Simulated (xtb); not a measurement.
xtb input (GFN2-xTB):

```bash
xtb mol.xyz --gfn 2 --ohess tight --chrg -1 --uhf 0
```
mol.xyz:
```
3

Sn     0.60084349    -0.34815894     0.36972728
O      1.19428068     0.04714395    -1.32713227
Br    -1.80387303     0.32159563     0.92442851
```

Output:

```
           -------------------------------------------------
          |                Calculation Setup                |
           -------------------------------------------------

           -------------------------------------------------
          |                 G F N 2 - x T B                 |
           -------------------------------------------------

        Reference                      10.1021/acs.jctc.8b01176
      * Hamiltonian:
        H0-scaling (s, p, d)           1.850000    2.230000    2.230000
        zeta-weighting                 0.500000
      * Dispersion:
        s8                             2.700000
        a1                             0.520000
        a2                             5.000000
        s9                             5.000000
      * Repulsion:
        kExp                           1.500000    1.000000
        rExp                           1.000000
      * Coulomb:
        alpha                          2.000000
        third order                    shell-resolved
        anisotropic                    true
        a3                             3.000000
        a5                             4.000000
        cn-shift                       1.200000
        cn-exp                         4.000000
        max-rad                        5.000000

          ...................................................
          :                      SETUP                      :
          :.................................................:
          :  # basis functions                  24          :
          :  # atomic orbitals                  22          :
          :  # shells                            8          :
          :  # electrons                        18          :
          :  max. iterations                   250          :
          :  Hamiltonian                  GFN2-xTB          :
          :  restarted?                      false          :
          :  GBSA solvation                  false          :
          :  PC potential                    false          :
          :  electronic temp.          300.0000000     K    :
          :  accuracy                    1.0000000          :
          :  -> integral cutoff          0.2500000E+02      :
          :  -> integral neglect         0.1000000E-07      :
          :  -> SCF convergence          0.1000000E-05 Eh   :
          :  -> wf. convergence          0.1000000E-03 e    :
          :  Broyden damping             0.4000000          :
          :  net charge                         -1          :
          :  unpaired electrons                  0          :
          ...................................................

 iter      E             dE          RMSdq      gap      omega  full diag
   1     -9.9490374 -0.994904E+01  0.402E+01    1.52       0.0  T
   2    -10.0472217 -0.981844E-01  0.376E+01    5.94       1.0  T
   3    -10.5479497 -0.500728E+00  0.201E+01    3.63       1.0  T
   4    -10.5192033  0.287464E-01  0.284E+01    3.72       1.0  T
   5    -10.5407645 -0.215611E-01  0.959E+00    3.12       1.0  T
   6    -10.5693939 -0.286295E-01  0.187E+00    3.62       1.0  T
[...]
     1  50 Sn   2.673 --     2 O    2.050     3 Br   0.623
     2   8 O    2.090 --     1 Sn   2.050
     3  35 Br   0.663 --     1 Sn   0.623
 ---------------------------------------------------------------------------

Topologies differ in total number of bonds
Writing topology from bond orders to xtbtopo.mol

molecular dipole:
                 x           y           z       tot (Debye)
 q only:        1.279      -0.745       0.779
   full:        2.108      -1.135       1.028       6.622
molecular quadrupole (traceless):
                xx          xy          yy          xz          yz          zz
 q only:       -7.727       1.624       8.137      11.665      -1.065      -0.410
  q+dip:      -13.054       2.605      11.700      17.667      -2.666       1.354
   full:      -12.005       2.892      14.062      18.975      -0.784      -2.057

           -------------------------------------------------
          |                Geometry Summary                 |
           -------------------------------------------------

      molecular mass/u    :      214.6130453
   center of mass at/Å    :       -0.2107732      -0.0864870       0.4578224
  moments of inertia/u·Å² :        0.4064187E+02   0.4217984E+03   0.4624403E+03
rotational constants/cm⁻¹ :        0.4147849E+00   0.3996609E-01   0.3645364E-01

           -------------------------------------------------
          |               Frequency Printout                |
           -------------------------------------------------
 projected vibrational frequencies (cm⁻¹)
eigval :       -0.00    -0.00    -0.00     0.00     0.00     0.00
eigval :      110.36   176.48   641.34
 reduced masses (amu)
   1: 93.43   2: 54.22   3:100.24   4: 65.06   5: 74.36   6: 99.33   7: 52.91   8: 76.07
   9: 28.23
 IR intensities (km·mol⁻¹)
   1:  6.59   2: 42.49   3:  2.58   4:  1.27   5:  7.47   6:  2.15   7:  6.83   8: 51.17
   9:202.11
 Raman intensities (Ä⁴*amu⁻¹)
   1:  0.00   2:  0.00   3:  0.00   4:  0.00   5:  0.00   6:  0.00   7:  0.00   8:  0.00
   9:  0.00
 output can be read by thermo (or use thermo option).
 writing <g98.out> molden fake output.
 recommended (thermochemical) frequency scaling factor: 1.0
           -------------------------------------------------
          |             Thermodynamic Functions             |
           -------------------------------------------------

cs  symmetry found (for desy threshold:  0.10E+00) used in thermo

          ...................................................
          :                      SETUP                      :
          :.................................................:
          :  # frequencies                           3      :
          :  # imaginary freq.                       0      :
          :  linear?                             false      :
          :  only rotor calc.                    false      :
          :  symmetry                               cs      :
          :  rotational number                       1      :
          :  scaling factor                  1.0000000      :
          :  rotor cutoff                   50.0000000 cm⁻¹ :
          :  imag. cutoff                  -20.0000000 cm⁻¹ :
          :.................................................:

    mode    ω/cm⁻¹     T·S(HO)/kcal·mol⁻¹    T·S(FR)/kcal·mol⁻¹   T·S(vib)
   ------------------------------------------------------------------------
       1    110.36    -0.97273 ( 95.96%)    -0.82186 (  4.04%)    -0.96663
       2    176.48    -0.70523 ( 99.36%)    -0.68285 (  0.64%)    -0.70509
   ------------------------------------------------------------------------

   temp. (K)  partition function   enthalpy   heat capacity  entropy
                                   cal/mol     cal/K/mol   cal/K/mol   J/K/mol
Note: The following floating-point exceptions are signalling: IEEE_DENORMAL
normal termination of xtb
 298.15  VIB   4.42                  911.227      4.714      5.991
         ROT  0.215E+06              888.752      2.981     27.382
         INT  0.952E+06             1799.980      7.695     33.373
         TR   0.304E+28             1481.254      4.968     41.975
         TOT                        3281.2337    12.6630    75.3482   315.2570

       T/K    H(0)-H(T)+PV         H(T)/Eh          T*S/Eh         G(T)/Eh
   ------------------------------------------------------------------------
    298.15    0.522898E-02    0.734351E-02    0.358004E-01   -0.284569E-01
   ------------------------------------------------------------------------

         :::::::::::::::::::::::::::::::::::::::::::::::::::::
         ::                  THERMODYNAMIC                  ::
         :::::::::::::::::::::::::::::::::::::::::::::::::::::
         :: total free energy         -10.601028644680 Eh   ::
         ::.................................................::
         :: total energy              -10.572571784032 Eh   ::
         :: zero point energy           0.002114535520 Eh   ::
         :: G(RRHO) w/o ZPVE           -0.030571396169 Eh   ::
         :: G(RRHO) contrib.           -0.028456860648 Eh   ::
         :::::::::::::::::::::::::::::::::::::::::::::::::::::

optimized geometry written to: xtbopt.xyz

           -------------------------------------------------
          | TOTAL ENERGY              -10.572571784032 Eh   |
          | TOTAL ENTHALPY            -10.565228269810 Eh   |
          | TOTAL FREE ENERGY         -10.601028644680 Eh   |
          | GRADIENT NORM               0.000029746854 Eh/α |
          | HOMO-LUMO GAP               3.659733687824 eV   |
           -------------------------------------------------

------------------------------------------------------------------------
------------------------------------------------------------------------
 total:
 SCF:
 ANC optimizer:
 analytical hessian:
```
